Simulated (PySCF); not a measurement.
CH10NSSi3 (doublet state).
Geometry (GFN2-xTB, Å), atoms numbered from 1 in this order:
```
atom  x, y, z in Å
C1     2.658    0.499   -0.389
S2     2.127    1.254    1.045
Si3    0.365    0.099    1.521
N4    -0.590   -0.156    0.101
Si5   -1.095    1.218   -0.871
Si6   -1.319   -1.730   -0.146
H7     1.973   -0.107   -0.948
H8     3.523    0.922   -0.858
H9     0.812   -1.198    2.012
H10   -0.296    0.920    2.526
H11   -2.316    1.784   -0.291
H12   -1.330    0.706   -2.218
H13   -0.021    2.205   -0.871
H14   -1.764   -1.791   -1.534
H15   -2.439   -1.878    0.787
H16   -0.295   -2.738    0.122
```

The hyperfine couplings belong to this conformer and change with its torsions.

Identity: `[CH2]S[SiH2]N([SiH3])[SiH3]` [radical].

Level of theory: PySCF, UKS B3LYP, pcH-1 on C H N S Si, non-relativistic, mean-field spin-orbit, GIAO. Geometry: GFN2-xTB, one conformer, isolated molecule. GFN2-xTB frequencies show an imaginary mode (35i cm⁻¹), so this geometry is no minimum at that level. A GFN2-xTB geometry isn't a minimum of the functional, and hyperfine couplings can be far from their values at a DFT geometry. No stability test was run, so a lower SCF solution isn't excluded.

**Question.** What is the g tensor, term by term?

**Answer.** 
```csv
Δg (ppt),1,2,3
relativistic mass correction,-0.16,-0.16,-0.16
gauge correction,0.00,0.04,0.02
orbital Zeeman/spin–orbit,-0.16,3.11,5.96
total,-0.31,2.99,5.83
```

So g = 2.00201, 2.00531, 2.00815 and g_iso = 2.00516; the tensor is rhombic: the two nearest values differ by 46 % of g3 − g1. Axes: g3 points within 8° of the S2–Si3 bond.

**Question.** At 93.956 GHz, how far is the centre of the isotropic spectrum from where a free electron (g = 2.002319) resonates?

**Answer.** B = hν/(g μB) with μB/h = 13.99624 MHz/mT gives 3352.58 mT for the free electron and 3347.84 mT at g_iso, 4.74 mT lower.

**Question.** What effective moment and Curie constant follow for a powder?

**Answer.** With the mean of g² = 4.0207 and S(S+1) = 0.75: μ_eff = √(⟨g²⟩S(S+1)) = 1.737 μB and χT = 0.12505·⟨g²⟩·S(S+1) = 0.377 cm³ K/mol (cgs; spin-Hamiltonian part alone).

**Question.** In a frozen sample, at which fields do the three g values resonate at 9.5, 34, 94 and 263 GHz (hyperfine left aside), and which band first spreads them over more than twice a line width of 0.5 mT?

**Answer.** 
```json
{"band": "X", "GHz": "9.5", "B(g3) mT": "338.00", "B(g2) mT": "338.48", "B(g1) mT": "339.04", "spread mT": "1.04"}
{"band": "Q", "GHz": "34.0", "B(g3) mT": "1209.68", "B(g2) mT": "1211.39", "B(g1) mT": "1213.39", "spread mT": "3.71"}
{"band": "W", "GHz": "94.0", "B(g3) mT": "3344.42", "B(g2) mT": "3349.15", "B(g1) mT": "3354.68", "spread mT": "10.26"}
{"band": "J", "GHz": "263.0", "B(g3) mT": "9357.25", "B(g2) mT": "9370.49", "B(g1) mT": "9385.96", "spread mT": "28.70"}
```

The spread grows in proportion to the frequency. X band is the first where it exceeds 1.0 mT.

The Mulliken spin populations are largest on C1 (+0.88) and S2 (+0.16). The angles at C1 add up to 356.4°, so it is nearly planar; its axial dipolar tensor and the negative couplings of its protons fit spin in a p orbital normal to that plane.

The HOMO–LUMO gaps are 4.60 eV among the α and 5.73 eV among the β orbitals.
